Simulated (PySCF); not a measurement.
# How methods differ on the fine-structure interval of Ir⁴⁰⁺

Ir⁴⁰⁺ [Kr] 4d1 [4d3/2^1, M_J = 3/2] → Ir⁴⁰⁺ [Kr] 4d1 [4d5/2^1, M_J = 5/2], as a difference of total energies. Calculation: PySCF 2.14, in an even-tempered Gaussian basis (16 s from 4.8 bohr⁻², ratio 2.8; 14 p from 6.2 bohr⁻², ratio 2.8; 9 d from 6.2 bohr⁻², ratio 2.8; 3 f from 22 bohr⁻², ratio 3); the two-component X2C-1e Hamiltonian. Correlated levels: [Ar] 3d10 frozen; the 94 highest virtual spinors dropped. "Screened" scales the spin-orbit matrix elements by Boettger's factors to mimic the two-electron term; Breit and QED terms are absent.

```tsv
method	fine-structure interval (cm⁻¹)
GHF (screened spin-orbit)	199880
GMP2 (screened spin-orbit)	200390
GHF (bare spin-orbit)	229960
```
